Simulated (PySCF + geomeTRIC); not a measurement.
These are B3LYP-D3(BJ)/def2-TZVP (PySCF + geomeTRIC) values and carry that method's errors. fastk is a local helper that only speeds up exchange builds. No frequencies were computed at this level.

```python
import json, numpy as np
from pyscf import gto, dft
from fastk import lowrank_exchange
atoms = """
S      1.428009    -1.004800     0.186787
Si    -0.458517     0.005131    -0.102404
Cl    -1.800557    -1.401749    -0.592145
Cl    -0.293983     1.373789    -1.578856
Cl    -1.007931     0.949439     1.596607
H      2.132978     0.078189     0.490011
"""
def scf(charge, spin, dm0=None):
    mol = gto.M(atom=atoms, basis='def2-tzvp', ecp={}, charge=charge, spin=spin, verbose=3, max_memory=5040)
    mf = dft.KS(mol, xc='b3lyp').density_fit(auxbasis="def2-universal-jkfit")
    mf.disp = 'd3bj'
    mf.grids.level = 3
    mf.conv_tol = 1e-8
    mf.max_cycle = 60
    mf.kernel(dm0)
    if not mf.converged:
        mf = mf.newton().run(mf.mo_coeff, mf.mo_occ).undo_soscf()
    return mf
mf = scf(0, 0)
from pyscf.geomopt.geometric_solver import kernel as optimize
path = []
done, mol = optimize(mf, maxsteps=80, assert_convergence=False, callback=lambda env: path.append((env["energy"], bool(env["g_scanner"].converged))))
res = dict(converged=bool(done and path[-1][1]), energy=path[-1][0], path=[e for e, c in path], xyz=mol.atom_coords(unit="Angstrom").tolist(), nao=mol.nao)
json.dump(res, open("result.json", "w"))
```

Output:

```
converged SCF energy = -2069.23507803099
Geometry optimization cycle 1
converged SCF energy = -2069.23507803084
cycle 1: E = -2069.23507803  dE = -2069.24  norm(grad) = 0.035781
Geometry optimization cycle 2
converged SCF energy = -2069.23670725328
cycle 2: E = -2069.23670725  dE = -0.00162922  norm(grad) = 0.0137106
Geometry optimization cycle 3
converged SCF energy = -2069.23697097606
cycle 3: E = -2069.23697098  dE = -0.000263723  norm(grad) = 0.00156407
Geometry optimization cycle 4
converged SCF energy = -2069.23697602469
cycle 4: E = -2069.23697602  dE = -5.04862e-06  norm(grad) = 0.000278311
Geometry optimization cycle 5
converged SCF energy = -2069.23697643737
cycle 5: E = -2069.23697644  dE = -4.12682e-07  norm(grad) = 0.000169705
Geometry optimization cycle 6
converged SCF energy = -2069.23697647622
cycle 6: E = -2069.23697648  dE = -3.88472e-08  norm(grad) = 0.000197305
Geometry optimization cycle 7
converged SCF energy = -2069.23697647441
cycle 7: E = -2069.23697647  dE = 1.81035e-09  norm(grad) = 0.000158005
<class 'geometric.internal.Distance'> : 5
<class 'geometric.internal.Angle'> : 7
<class 'geometric.internal.Dihedral'> : 3
<class 'geometric.internal.TranslationX'> : 1
<class 'geometric.internal.TranslationY'> : 1
<class 'geometric.internal.TranslationZ'> : 1
<class 'geometric.internal.RotationA'> : 1
<class 'geometric.internal.RotationB'> : 1
<class 'geometric.internal.RotationC'> : 1
Step    0 : Gradient = 1.461e-02/2.500e-02 (rms/max) Energy = -2069.2350780308
Step    1 : Displace = 2.502e-02/3.991e-02 (rms/max) Trust = 1.000e-01 (=) Grad = 5.597e-03/1.074e-02 (rms/max) E (change) = -2069.2367072533 (-1.629e-03) Quality = 1.299
Step    2 : Displace = 9.733e-03/1.723e-02 (rms/max) Trust = 1.414e-01 (+) Grad = 6.385e-04/8.297e-04 (rms/max) E (change) = -2069.2369709761 (-2.637e-04) Quality = 1.070
Step    3 : Displace = 2.720e-03/4.968e-03 (rms/max) Trust = 2.000e-01 (+) Grad = 1.136e-04/1.601e-04 (rms/max) E (change) = -2069.2369760247 (-5.049e-06) Quality = 1.107
Step    4 : Displace = 1.267e-03/2.281e-03 (rms/max) Trust = 2.828e-01 (+) Grad = 6.928e-05/1.225e-04 (rms/max) E (change) = -2069.2369764374 (-4.127e-07) Quality = 0.765
Step    5 : Displace = 1.099e-03/1.827e-03 (rms/max) Trust = 3.000e-01 (+) Grad = 8.055e-05/1.085e-04 (rms/max) E (change) = -2069.2369764762 (-3.885e-08) Quality = 0.106
Step    6 : Displace = 5.755e-04/8.542e-04 (rms/max) Trust = 5.496e-04 (-) Grad = 6.451e-05/9.338e-05 (rms/max) E (change) = -2069.2369764744 (+1.810e-09) Quality = -0.004
Converged! =D
```

Cost: very roughly 2.6 core-minutes.
